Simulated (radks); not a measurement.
Values are calculated unless marked as measured or tabulated.
Hg II, configuration [Xe] 4f14 5d9 6s2 (not the ground configuration). Code: a radial shooting solver on a logarithmic mesh with Libxc functionals. Model: scalar-relativistic Kohn-Sham, PBEsol, spin-polarised, spherical densities, finite nucleus; open shells are filled with parallel spins first (spin-orbit coupling, left out, can overturn this in heavy ions); Fermi nuclear charge, rms radius 5.4648 fm.

Normalised radial functions P(r) = r R(r), r in bohr:

r,6s up
0.0006282,0.0211
0.0008447,0.0263
0.001145,0.0327
0.001539,0.0400
0.002086,0.0486
0.002804,0.0575
0.003801,0.0664
0.00511,0.0733
0.006925,0.0760
0.009311,0.0707
0.01262,0.0529
0.01697,0.0201
0.02299,-0.0287
0.03091,-0.0810
0.04156,-0.1152
0.05633,-0.0983
0.07573,-0.0120
0.1026,0.1126
0.138,0.1657
0.187,0.0507
0.2514,-0.1611
0.3408,-0.2252
0.4581,0.0073
0.6209,0.3178
0.8348,0.3110
1.131,-0.0887
1.521,-0.5454
2.045,-0.7438
2.772,-0.6171
3.726,-0.3428
5.05,-0.1203
6.79,-0.0252

6s up: eigenvalue -16.123 eV, 5 radial nodes at r = 0.0194, 0.0781, 0.201, 0.455, 1.07 bohr, <r> = 2.42 bohr, 90 % of the charge inside 3.54 bohr.
